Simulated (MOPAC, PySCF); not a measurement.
H2AlClS2, SMILES `[SH][Al]([SH])[Cl]` (H–S–Al–Cl torsion -180°, Cl–Al–S–H torsion 0°), neutral singlet in the gas phase. 

Cartesian coordinates (Å):
```xyz
6

S      2.0970    -0.3491    -0.5873
Al     0.0179     0.2013    -0.3768
S     -1.1329    -0.3841     1.3599
Cl    -0.8615     1.3194    -1.9000
H      2.1286    -1.0027     0.5843
H     -2.2492     0.2152     0.9199
```
Charge 0, multiplicity 1.

All levels are single points at this geometry (CAM-B3LYP-D3(BJ)/def2-TZVP); Pople sets use spherical d functions. Orbital energies aren't observables, and empty levels follow the basis.

```csv
level,HOMO (eV),LUMO (eV),gap (eV),dipole (D),"vertical IE, Delta-SCF (eV)"
CAM-B3LYP-D3(BJ)/def2-TZVP in PySCF,-9.19,0.20,9.39,1.03,–
PBE-D3(BJ)/def2-TZVP in PySCF,-6.68,-1.58,5.10,1.01,–
B3LYP/6-31G* in PySCF,-7.60,-1.08,6.53,1.21,9.81
SVWN5/6-31G* in PySCF,-6.76,-1.89,4.87,1.28,–
AM1 in MOPAC,-9.88,-1.79,8.09,1.45,–
PM3 in MOPAC,-10.02,-3.23,6.79,1.74,–
```
